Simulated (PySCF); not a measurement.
Two-component Hartree-Fock for Rb³⁵⁺ (rubidium, charge +35)

Start: 1s2. Calculated with PySCF 2.14 in an even-tempered Gaussian basis (17 s from 6.2 bohr⁻², ratio 2.6; 11 p from 8.1 bohr⁻², ratio 2.6; 6 d from 8.3 bohr⁻², ratio 2.8; 3 f from 360 bohr⁻², ratio 2.8): generalised Hartree-Fock with the X2C-1e Hamiltonian and a Gaussian nucleus; spin-orbit coupling (SO) screened by Boettger's factors.

```tsv
spinor shell	electrons	ε, screened SO (eV)	weight of nominal j (screened SO)	rms radius, screened SO (bohr)
1s1/2	2	-18327.2	1.000	0.0459
```

```
   quantity  screened SO
E (hartree)  -1370.88690
        M_J            0
       ⟨J²⟩        0.000
       ⟨L²⟩        0.000
       ⟨S²⟩        0.000
```

Breit and QED terms are absent; they matter most for the inner s and p1/2 levels.

Densities and radii are taken from the X2C orbitals without a picture-change correction, which distorts them close to the nucleus.
